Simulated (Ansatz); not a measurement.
Reaction (ligand exchange at a Ga–O bond): `[OH][Ga]([OH])[F]` + HBr → `[OH][Ga]([F])[Br]` + H₂O

Program: Ansatz. Geometries: PBE0-D4/def2-TZVP. ΔE: electronic, gas phase. CCSD(T)/CBS is the MP2 limit (def2-TZVPP, def2-QZVPP) plus CCSD(T) − MP2 in def2-TZVPP, frozen cores. This one scheme is used for every species. DFT in def2-TZVPP. B3LYP here is the variant with VWN-RPA as its local correlation; programs differ in this. For Br, Ga outer-core shells are correlated without core-valence functions, which leaves a few kJ/mol of doubt a bond. Scalar relativity is left out up to krypton. One conformer a species, not always the lowest.

| level | ΔE (kcal/mol) | difference from CCSD(T)/CBS |
| --- | --- | --- |
| ωB97X-V | -15.8 | 0.7 |
| B2PLYP | -15.4 | 1.1 |
| PBE | -16.1 | 0.4 |
| B3LYP | -15.6 | 0.9 |
| BHLYP | -16.6 | -0.1 |
| LC-ωPBE | -15.4 | 1.1 |
| CCSD/def2-SVP | -13.4 | 3.1 |
| MP2/def2-TZVPP | -15.7 | 0.8 |
| CCSD/def2-TZVPP | -15.4 | 1.1 |
| MP2/CBS(def2) | -16.9 | -0.4 |
| CCSD(T)/CBS | -16.5 | 0 |

Largest T1 diagnostic among the species: 0.014.

From r2SCAN to r2SCAN0 (25 % exact exchange), in def2-TZVPP and without D4, ΔE moves by −1.0 kcal/mol. At CCSD(T), def2-SVP lies +3.3 kcal/mol from the extrapolated value and def2-TZVPP +1.2 kcal/mol. Leaving LDA and LC-ωPBE aside and taking each functional with its dispersion term where it has one, the values, not all of them listed here, spread over 2.7 kcal/mol, from HSE06-D4 to CAM-B3LYP-D4. LDA lies +1.0 kcal/mol from PBE without D4.
